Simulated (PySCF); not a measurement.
H₃NO₃S, SMILES NS(=O)(=O)O.

Coordinates come from a r2SCAN-D4/def2-SVP optimisation. Other conformers were not sampled.

Method: PBE/def2-TZVP (PySCF).

```json
{
  "total_energy": "-680.10046 hartree",
  "point_group": "Cs",
  "highest_occupied_level": "-7.24 eV",
  "lowest_empty_level": "-0.73 eV",
  "orbital_gap": "6.51 eV",
  "dipole_moment": "0.702 e·Å",
  "quadrupole, principal values (traceless, Buckingham form, about the centre of nuclear charge)": "-6.28, -4.29, 10.57 D·Å",
  "mean_static_polarisability": "38.3 bohr³ (5.67 Å³)",
  "polarisability_principal_values": "35.6, 38.4, 40.9 bohr³"
}
```
